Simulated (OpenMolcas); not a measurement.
Ti+.

```yaml
Program: OpenMolcas
Basis: ANO-RCC-VTZP [6s5p3d2f1g]
Scalar_Hamiltonian: DKH2, point nucleus
Active_space: 3 electrons in 9 orbitals (RAS2 3d 4s; RAS3 4p, at most 2 electrons)
State_averaging: 2S+1 = 4 even, 20 roots; 2S+1 = 2 even, 70 roots kept (CI in the orbitals of an earlier block); 2S+1 = 4 odd, 45 roots; 2S+1 = 2 odd, 77 roots kept (CI in the orbitals of an earlier block)
Spin-orbit_coupling: state interaction with AMFI integrals over the reference wave functions, term energies averaged over their components
```

Two sets of levels on these reference wave functions, in cm⁻¹ above 3d² 4s ⁴F_3/2: one from RASSCF and one from MS-RASPT2, IPEA 0.25 Eh, imaginary shift 0.1 Eh (closed shells correlated: 3s 3p).

```
        Level  Set 1  Set 2
3d² 4s ⁴F_3/2    0.0    0.0
3d² 4s ⁴F_5/2   89.1   89.2
3d² 4s ⁴F_7/2    214    214
3d² 4s ⁴F_9/2    375    375
   3d³ ⁴F_3/2   2620   3740
   3d³ ⁴F_5/2   2710   3830
   3d³ ⁴F_7/2   2840   3960
   3d³ ⁴F_9/2   3000   4110
3d² 4s ²F_5/2   4550   6760
3d² 4s ²F_7/2   4800   7010
3d² 4s ²D_5/2   8660  11230
3d² 4s ²D_3/2   8640  11240
3d² 4s ⁴P_1/2  10540  11740
3d² 4s ⁴P_3/2  10600  11800
3d² 4s ⁴P_5/2  10700  11920
   3d³ ²G_7/2   9850  14700
```

Question: Which set is which?

Answer: Set 1 is MS-RASPT2. Its levels of the other terms of 3d² 4s lie at 0.67 to 0.90 of the other set's values, as expected, since terms of lower spin or lower L gain more correlation energy than the Hund ground term. Against 15 measured levels (NIST Handbook of Basic Atomic Spectroscopic Data) the mean absolute deviation is 680 cm-1 with it and 2100 cm-1 without; single levels miss by up to 1800 cm-1 with it.

CASPT2 breaks the degeneracy within a term, and the mean is taken; among the terms shown or strongly mixed into the levels shown the widest spread is 1900 cm-1 (3d² 4s ⁴F, MS-RASPT2). Over all roots computed the reference weight is 0.86 to 0.94 in MS-RASPT2; the roots of lowest weight are the least certain, and an intruder state may touch them. Terms from blocks run as CI alone lack orbitals of their own. Configurations are named by rounded mean occupations; where the s occupation lies near a half they are strongly mixed, a name can repeat and a true partner stay unpaired. A single d shell beside an s shell can misplace configurations of different d count against each other. Without dynamic correlation excited terms often stand tens of per cent too high (terms of higher spin than the ground term too low), and those without a measured partner can miss by more than the paired ones (holds for RASSCF). Some levels mix across a computed gap that differs much from the measured one, so their mixing is not that of the real levels (holds for RASSCF). Blocks of more than 70 roots (2S+1 = 2 odd) ran without multistate coupling (holds for MS-RASPT2). Measured partners are found by configuration, term and J. A level has none where our copy of the source lacks it or the pairing is in doubt (some pairs that miss far off the trend of their configuration count as doubtful), and it then counts in no deviation. Levels of configurations outside the active space are missing. The table leaves out levels that lie high or whose names do not pair safely across all columns.
